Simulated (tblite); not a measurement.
Input of a run (GFN2-xTB geometry optimisation, gas phase (tblite 0.8.0)), started from a force field or distance geometry:
```
{"job": {"kind": "relax", "xc": "GFN2-xTB", "basis": "xTB"}, "charge": 0, "multiplicity": 2}
C      2.217700    -0.219400     0.158000
Si     0.592300     0.445800    -0.462100
C     -0.462800     1.043700     0.964800
C     -1.701300     0.638100     0.684200
C     -1.859800    -0.121000    -0.521200
C     -0.644800    -0.939200    -0.871800
H      2.813400    -0.623200    -0.666800
H      2.020600    -1.019400     0.903900
H      2.750100     0.610900     0.674800
H      0.693300     1.417900    -1.517900
H     -0.121900     1.620400     1.810900
H     -2.536800     0.861100     1.392100
H     -2.766500    -0.759500    -0.448500
H     -0.575000    -1.200200    -1.943500
H     -0.422800    -1.748100    -0.178900
```

Output (eV, eV/Å):
```
step      E/eV     max force
  0    -459.55501    3.694
  1    -459.87808    2.570
  2    -460.15654    1.435
  3    -460.30858    0.843
  4    -460.37149    0.489
  5    -460.40508    0.623
  6    -460.44821    0.654
  7    -460.48052    0.438
  8    -460.50212    0.360
  9    -460.51616    0.304
 10    -460.52681    0.345
 11    -460.53606    0.305
 12    -460.54311    0.193
 13    -460.54756    0.149
 14    -460.55128    0.151
 15    -460.55589    0.222
 16    -460.56120    0.202
 17    -460.56634    0.215
 18    -460.57105    0.187
 19    -460.57547    0.239
 20    -460.57989    0.256
 21    -460.58378    0.150
 22    -460.58628    0.127
 23    -460.58800    0.120
 24    -460.58959    0.161
 25    -460.59105    0.126
 26    -460.59222    0.097
 27    -460.59310    0.081
 28    -460.59391    0.102
 29    -460.59486    0.117
 30    -460.59583    0.095
 31    -460.59662    0.082
 32    -460.59722    0.082
 33    -460.59777    0.065
 34    -460.59840    0.062
 35    -460.59915    0.066
 36    -460.59991    0.076
 37    -460.60058    0.073
 38    -460.60117    0.086
 39    -460.60178    0.090
 40    -460.60246    0.073
 41    -460.60326    0.080
 42    -460.60408    0.086
 43    -460.60482    0.104
 44    -460.60553    0.098
 45    -460.60631    0.081
 46    -460.60726    0.097
 47    -460.60829    0.084
 48    -460.60929    0.086
 49    -460.61035    0.088
 50    -460.61175    0.125
 51    -460.61345    0.091
 52    -460.61472    0.168
 53    -460.61593    0.082
 54    -460.61664    0.070
 55    -460.61729    0.068
 56    -460.61782    0.056
 57    -460.61837    0.050
 58    -460.61859    0.037
 59    -460.61867    0.018
 60    -460.61871    0.018
 61    -460.61877    0.017
 62    -460.61881    0.022
 63    -460.61885    0.018
 64    -460.61888    0.012
 65    -460.61890    0.010
```

Task: Summarise the run.

Result: The energy falls by 24.5 kcal/mol over 65 L-BFGS steps, the largest force on an atom goes from 3.69 to 0.010 eV/Å, and the atoms move by 0.352 Å rms after alignment. The bond that changes most is C4–C5 (both ends carbon bonded to 2 C and H), which shortens by 0.063 Å. Bonds longer at the end by more than 0.005 Å: 4 of 15; shorter: 9. Among the angles that change most is C4–C5–H13, from 109.8° to 122.5°. Among the dihedrals that turn most is C4–C5–C6–H15, from 67° to 122°. The energy never rose by more than 1e-5 eV on the way. The first step brought 30 % of the lowering.

Task: What are the final bond lengths?

Result: C1–Si2 1.903 Å, Si2–C3 1.864 Å, C3=C4 1.389 Å, C4–C5 1.371 Å, C5–C6 1.487 Å, Si2–C6 1.918 Å, C1–H7 1.086 Å, C1–H8 1.086 Å, C1–H9 1.085 Å, Si2–H10 1.474 Å, C3–H11 1.077 Å, C4–H12 1.082 Å, C5–H13 1.079 Å, C6–H14 1.091 Å, C6–H15 1.092 Å. Numbering counts from 1 in the input's order; the species is `C[Si@@H]1C=C[CH]C1` [radical].

The run took 0.28 s wall on an Intel Xeon 6975P-C with one thread, on a shared host.

Its GFN2-xTB frequencies are all real (lowest 75 cm⁻¹).

The numbers are calculated, not measured.
